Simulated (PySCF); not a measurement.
Si(CCH)2(F)(OH) (C₄H₃FOSi), SMILES [Si](C#C)(F)(O)C#C.

The structure is a stationary point at r2SCAN-D4/def2-SVP. The structure was generated by enumeration, and PubChem lists no compound with its InChIKey, so it may never have been made. One conformer was computed; it need not be the lowest.

Two levels are set side by side: PBE/def2-TZVP (PySCF) and CAM-B3LYP/def2-TZVP (PySCF). Same geometry, gas phase. Differences are taken from unrounded values.

```
quantity                     CAM-B3LYP
---------------------------  ---------
orbital gap (eV)                  9.91
highest occupied level (eV)      -9.83
lowest empty level (eV)           0.08
dipole moment (D)                 2.16
mean polarisability (bohr³)       64.8
```

Question: What does PBE give, and how far is it from CAM-B3LYP? (The exact figures need the calculation; the answer reports its results.)

Answer: 
| quantity | PBE | PBE minus CAM-B3LYP |
|---|---|---|
| orbital gap (eV) | 5.31 | -4.60 |
| highest occupied level (eV) | -7.26 | 2.57 |
| lowest empty level (eV) | -1.95 | -2.03 |
| dipole moment (D) | 2.00 | -0.16 |
| mean polarisability (bohr³) | 68.5 | 3.7 |

PBE's occupied levels lie high since its potential decays too fast outside the molecule; exact exchange lowers them and widens the gap. Loosely held outer electrons make PBE densities more polarisable. Differences between two approximate levels are no errors against the true value.

Rough cost on one machine, each run with all the roots and properties that it gave: CAM-B3LYP against PBE within a factor of 2.
